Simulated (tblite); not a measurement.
C7H14BOP.
Atom-mapped SMILES: `[BH3-:1][P+:2]1([CH:3]=[CH2:4])[CH2:5][CH2:6][C:7](=[O:8])[CH2:9][CH2:10]1` (hydrogens: H11, H12, H13 on B1; H14 on C3; H15, H16 on C4; H17, H18 on C5; H19, H20 on C6; H21, H22 on C9; H23, H24 on C10)
Bond orders are those of one Lewis drawing.

Computed with GFN2-xTB (tblite), gas phase: L-BFGS steps from a force-field or distance-geometry start until the largest atomic force falls under 0.01 eV/Å.

Step 67: E = -814.0126 eV
```
atom  x, y, z in Å  |  force x, y, z in eV/Å
B1      1.9287    1.8432    0.8632   -0.030  -0.032  -0.030
P2      0.6790    0.5719    0.1309    0.022   0.016   0.056
C3      1.3239   -0.7342   -0.9541    0.002   0.017   0.029
C4      2.1379   -1.6884   -0.5252   -0.054   0.007  -0.014
C5     -0.2743   -0.3490    1.4096    0.019  -0.005   0.020
C6     -1.3651   -1.2485    0.8243    0.010  -0.005   0.003
C7     -2.3572   -0.4273    0.0308   -0.032  -0.027   0.011
O8     -3.5025   -0.2826    0.3705   -0.009   0.001   0.005
C9     -1.7857    0.2113   -1.2148    0.007   0.000   0.023
C10    -0.7232    1.2515   -0.8502    0.054   0.013  -0.004
H11     1.2515    2.5549    1.5379   -0.001  -0.012  -0.002
H12     2.6929    1.1690    1.4815    0.003   0.016  -0.002
H13     2.4216    2.3914   -0.0700    0.009  -0.011  -0.008
H14     1.0928   -0.6387   -2.0099    0.028   0.022   0.024
H15     2.4103   -1.7829    0.5148   -0.027   0.038  -0.034
H16     2.5646   -2.4174   -1.1960    0.004  -0.003   0.011
H17     0.4313   -0.9356    2.0021    0.001  -0.034   0.014
H18    -0.7148    0.4002    2.0741    0.011   0.009  -0.005
H19    -0.9094   -1.9953    0.1707    0.002  -0.010  -0.016
H20    -1.8953   -1.7611    1.6301   -0.006   0.007   0.005
H21    -1.3450   -0.5714   -1.8363   -0.007   0.013  -0.015
H22    -2.5956    0.6916   -1.7683   -0.002  -0.011  -0.012
H23    -1.1641    2.0539   -0.2505   -0.011  -0.017   0.001
H24    -0.3141    1.7134   -1.7519    0.008   0.009  -0.059
```

Step 68: E = -814.0134 eV
```
atom  x, y, z in Å  |  force x, y, z in eV/Å
B1      1.9301    1.8474    0.8626   -0.012  -0.024  -0.024
P2      0.6802    0.5756    0.1314   -0.004   0.030   0.046
C3      1.3231   -0.7308   -0.9537    0.000   0.033   0.025
C4      2.1214   -1.6977   -0.5246   -0.037   0.015  -0.010
C5     -0.2720   -0.3448    1.4114    0.031   0.006   0.008
C6     -1.3596   -1.2479    0.8259    0.015  -0.002   0.008
C7     -2.3541   -0.4329    0.0283   -0.031  -0.049   0.009
O8     -3.5024   -0.2996    0.3631    0.008   0.010  -0.006
C9     -1.7832    0.2097   -1.2164   -0.002  -0.004   0.031
C10    -0.7242    1.2533   -0.8500    0.047   0.010  -0.004
H11     1.2563    2.5567    1.5431   -0.010  -0.016  -0.004
H12     2.6978    1.1728    1.4762    0.001   0.011  -0.001
H13     2.4220    2.4013   -0.0680   -0.001  -0.020  -0.013
H14     1.1065   -0.6229   -2.0114    0.026   0.020   0.022
H15     2.3836   -1.8070    0.5158   -0.033   0.046  -0.006
H16     2.5506   -2.4220   -1.1972    0.009  -0.032  -0.019
H17     0.4357   -0.9282    2.0044   -0.002  -0.039   0.020
H18    -0.7130    0.4051    2.0747    0.003   0.005  -0.006
H19    -0.8994   -1.9954    0.1756   -0.008  -0.001  -0.016
H20    -1.8896   -1.7606    1.6321   -0.006   0.010   0.000
H21    -1.3392   -0.5704   -1.8393   -0.013   0.017  -0.002
H22    -2.5960    0.6865   -1.7697    0.014  -0.010  -0.006
H23    -1.1691    2.0532   -0.2498   -0.004  -0.020   0.002
H24    -0.3170    1.7181   -1.7513    0.010   0.004  -0.052
```

Step 69: E = -814.0142 eV
```
atom  x, y, z in Å  |  force x, y, z in eV/Å
B1      1.9308    1.8508    0.8611    0.012  -0.005  -0.008
P2      0.6815    0.5795    0.1323   -0.027   0.032   0.018
C3      1.3231   -0.7268   -0.9531    0.001   0.038   0.015
C4      2.1051   -1.7066   -0.5242   -0.012   0.019  -0.006
C5     -0.2692   -0.3406    1.4131    0.031   0.008  -0.002
C6     -1.3541   -1.2473    0.8279    0.012   0.000   0.010
C7     -2.3515   -0.4393    0.0258   -0.016  -0.048   0.004
O8     -3.5027   -0.3169    0.3553    0.023   0.012  -0.013
C9     -1.7809    0.2086   -1.2171   -0.007  -0.008   0.029
C10    -0.7243    1.2553   -0.8497    0.021   0.003  -0.008
H11     1.2603    2.5576    1.5476   -0.016  -0.018  -0.008
H12     2.7019    1.1761    1.4706    0.001   0.005   0.002
H13     2.4220    2.4101   -0.0666   -0.011  -0.027  -0.019
H14     1.1223   -0.6070   -2.0126    0.021   0.023   0.020
H15     2.3559   -1.8299    0.5169   -0.039   0.049   0.016
H16     2.5383   -2.4265   -1.1982    0.003  -0.045  -0.037
H17     0.4402   -0.9214    2.0066   -0.006  -0.039   0.022
H18    -0.7109    0.4101    2.0749   -0.003   0.000  -0.003
H19    -0.8905   -1.9960    0.1808   -0.016   0.009  -0.012
H20    -1.8842   -1.7590    1.6348   -0.004   0.008  -0.003
H21    -1.3345   -0.5685   -1.8426   -0.013   0.016   0.010
H22    -2.5963    0.6821   -1.7705    0.028  -0.006   0.004
H23    -1.1738    2.0520   -0.2483    0.008  -0.018   0.000
H24    -0.3203    1.7233   -1.7515    0.009  -0.006  -0.030
```

Q: Estimate the geometry and energy of step 70. (The exact step hangs on the optimiser's Hessian estimate; all steps are aligned on step 69, rigid shifts and turns removed.)

A: E = -814.0149 eV, largest force 0.067 eV/Å
```
atom  x, y, z in Å  |  force x, y, z in eV/Å
B1      1.9313    1.8529    0.8593    0.029   0.013   0.008
P2      0.6823    0.5831    0.1333   -0.032   0.020  -0.014
C3      1.3240   -0.7227   -0.9521    0.004   0.035   0.000
C4      2.0924   -1.7132   -0.5238    0.016   0.011  -0.003
C5     -0.2663   -0.3375    1.4144    0.020   0.002  -0.005
C6     -1.3500   -1.2467    0.8299    0.005   0.001   0.009
C7     -2.3500   -0.4453    0.0238    0.008  -0.027   0.000
O8     -3.5034   -0.3316    0.3483    0.025   0.007  -0.013
C9     -1.7795    0.2081   -1.2169   -0.005  -0.010   0.016
C10    -0.7240    1.2570   -0.8497   -0.010  -0.006  -0.011
H11     1.2633    2.5579    1.5503   -0.019  -0.017  -0.010
H12     2.7048    1.1784    1.4658    0.002  -0.002   0.004
H13     2.4219    2.4160   -0.0664   -0.017  -0.029  -0.025
H14     1.1374   -0.5938   -2.0130    0.013   0.030   0.014
H15     2.3324   -1.8473    0.5184   -0.041   0.046   0.027
H16     2.5302   -2.4297   -1.1990   -0.013  -0.037  -0.035
H17     0.4440   -0.9175    2.0079   -0.010  -0.033   0.021
H18    -0.7083    0.4136    2.0755   -0.006  -0.005   0.000
H19    -0.8847   -1.9969    0.1852   -0.019   0.015  -0.007
H20    -1.8805   -1.7565    1.6377   -0.001   0.003  -0.003
H21    -1.3323   -0.5659   -1.8456   -0.007   0.007   0.018
H22    -2.5966    0.6794   -1.7702    0.034   0.001   0.015
H23    -1.1770    2.0508   -0.2471    0.017  -0.010  -0.002
H24    -0.3229    1.7271   -1.7525    0.007  -0.018  -0.005
```

The energy changes by -0.0007 eV. The first-order estimate −F·Δx gives -0.0009 eV and the mean of the old and new forces, exact on a quadratic surface, -0.0007 eV. The step makes an angle of 83° with the force vector and moves no atom by more than 0.029 Å.
